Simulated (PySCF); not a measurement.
Sn(Cl)2(OSiH3)2, SMILES [Cl][Sn]([O][SiH3])([O][SiH3])[Cl] (H6Cl2O2Si2Sn), B3LYP/def2-SVP optimised geometry.

```
13

Si    -2.97     0.14    -0.34
O     -1.34     0.26     0.02
Sn     0.06     1.63     0.07
Cl    -0.13     3.06    -1.78
Cl    -0.08     2.87     2.05
O      1.76     0.68     0.00
Si     2.25    -0.92     0.00
H     -3.19     0.17    -1.82
H     -3.74     1.27     0.27
H     -3.46    -1.15     0.21
H      1.75    -1.63    -1.21
H      1.75    -1.63     1.21
H      3.74    -0.92     0.00
```

Density from B3LYP/def2-TZVP, def2 effective core potentials past Kr run with PySCF at that geometry. The core electrons that the potentials of Sn replace are not part of the density.

Minimum of the electron density along straight lines between bonded atoms, close to the bond critical point (lines longer than 1.1 times the sum of covalent radii, or with two minima, are not listed):

| bond | length / Å | ρ at the minimum / e bohr⁻³ | ∇²ρ there / e bohr⁻⁵ | position (fraction from the first atom) |
|---|---|---|---|---|
| Si1–O2 | 1.675 | 0.126 | 0.72 | 0.41 |
| O2–Sn3 | 1.960 | 0.120 | 0.49 | 0.48 |
| Sn3–Cl4 | 2.339 | 0.088 | 0.16 | 0.47 |
| Sn3–Cl5 | 2.337 | 0.089 | 0.16 | 0.47 |
| Sn3–O6 | 1.953 | 0.123 | 0.50 | 0.52 |
| O6–Si7 | 1.677 | 0.125 | 0.71 | 0.59 |
| Si1–H8 | 1.491 | 0.123 | 0.14 | 0.49 |
| Si1–H9 | 1.493 | 0.122 | 0.14 | 0.49 |
| Si1–H10 | 1.488 | 0.123 | 0.13 | 0.49 |
| Si7–H11 | 1.492 | 0.122 | 0.14 | 0.49 |
| Si7–H12 | 1.492 | 0.122 | 0.14 | 0.49 |
| Si7–H13 | 1.488 | 0.123 | 0.13 | 0.49 |
